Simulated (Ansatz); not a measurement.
CH6GaNS, SMILES `C[NH][GaH][SH]`, relaxed with RKS PBE0-D4/def2-TZVP in Ansatz from a PBE-D4/def2-SVP geometry. The force threshold is 0.005 eV/Å; the program also tests the step.

Total charge 0; spin multiplicity 1.

Start:

```xyz
10

C    -0.784   -1.147    0.893
N    -0.352    0.091    0.276
Ga    1.018    0.304   -0.916
S     1.420    2.357   -1.675
H    -1.838   -1.413    0.640
H    -0.711   -1.125    2.006
H    -0.150   -1.989    0.548
H    -0.898    0.907    0.563
H     1.880   -0.916   -1.380
H     0.414    2.929   -0.954
```

(1) By how much does the energy fall, and how many steps does the optimiser take? (Estimate.)

(2) Which bonds change most? (Estimate.)

(3) Give the relaxed structure. (Estimate.)

Results:

(1) The calculation gave: 0.04 eV, in 5 steps.

(2) Computed: Ga3–S4 from 2.226 to 2.206 Å; S4–H10 from 1.363 to 1.343 Å; C1–H5 from 1.116 to 1.097 Å; C1–H6 from 1.115 to 1.097 Å.

(3) Ansatz gave: 
```xyz
10

C    -0.779   -1.144    0.888
N    -0.355    0.093    0.277
Ga    1.004    0.305   -0.901
S     1.410    2.335   -1.662
H    -1.816   -1.401    0.635
H    -0.699   -1.119    1.982
H    -0.151   -1.967    0.539
H    -0.899    0.890    0.565
H     1.861   -0.906   -1.365
H     0.423    2.914   -0.959
```
